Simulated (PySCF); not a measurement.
Compound: 1,1,1-trifluoro-2,2,2-trichloroethane, C2Cl3F3.
Z-matrix (Å and degrees, PBE0-D3(BJ)/def2-TZVP geometry), rows numbered from 1:
```
F 
C   1  1.3258
F   2  1.3260  1  108.60
F   2  1.3256  1  108.54  3   117.85
C   2  1.5567  1  110.37  3  -121.05
Cl  5  1.7586  2  108.46  1   -60.15
Cl  5  1.7585  2  108.47  1    59.82
Cl  5  1.7581  2  108.49  1   179.84
```

Level: wB97X-D/pcSseg-2 in PySCF, non-relativistic, on one gas-phase PBE0-D3(BJ)/def2-TZVP geometry that isn't relaxed in the solvent. The solvent is an IEF-PCM continuum (Bondi radii, 1.10 Å for H, scaled by 1.2). Only the electrostatic response of the medium enters.

Gas phase at wB97X-D/pcSseg-2: HOMO -11.17 eV, LUMO 0.74 eV, dipole 0.57 D.

Task: What does the continuum do to the energy, the frontier levels and the dipole at wB97X-D/pcSseg-2 in chloroform?

Result: 
```json
{"solvent": "chloroform", "ε": "4.711", "E(solvent) − E(gas) (kcal/mol)": "-0.66", "polarisation term (kcal/mol)": "-0.67", "distortion of the solute (kcal/mol)": "0.01", "HOMO (eV)": "-11.09", "LUMO (eV)": "0.86", "dipole (D)": "0.65"}
```

The first energy column is the sum of the next two and covers electrostatics alone.

The run took 68 s wall on Intel Xeon Platinum 8488C, one thread, shared host with 192 logical CPUs at a one-minute load of 14, and the process peaked at 1.5 GiB of memory. This is the whole shielding run at wB97X-D/pcSseg-2 in chloroform, SCF included.

The pairwise dispersion term of wB97X-D wasn't added to the energies; at a given geometry it leaves orbitals and properties as they are.
